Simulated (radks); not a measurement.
Species: Lu13+. Configuration: [Kr] 4d10 4f10 5s2. Calculated with a radial shooting solver on a logarithmic mesh with Libxc functionals: Dirac Kohn-Sham, LB94 model potential, spin-unpolarised, spherical densities, finite nucleus; open shells fill j = l - 1/2 first; Fermi nuclear charge, rms radius 5.37 fm.

Spin-orbit splittings of the eigenvalues, e(l+1/2) - e(l-1/2), with zeta = 2 splitting/(2l+1) and mean radii in bohr:

shell  occ.  splitting (eV)  zeta (eV)  <r> j=l-1/2  <r> j=l+1/2
2p        6            1127      751.3      0.06724      0.07486
3p        6           240.0      160.0       0.2015       0.2157
3d       10           52.55      21.02       0.1893       0.1937
4p        6           55.66      37.10       0.4802       0.5116
4d       10           10.47      4.189       0.5275       0.5378
4f       10           2.027     0.5792       0.5813       0.5867
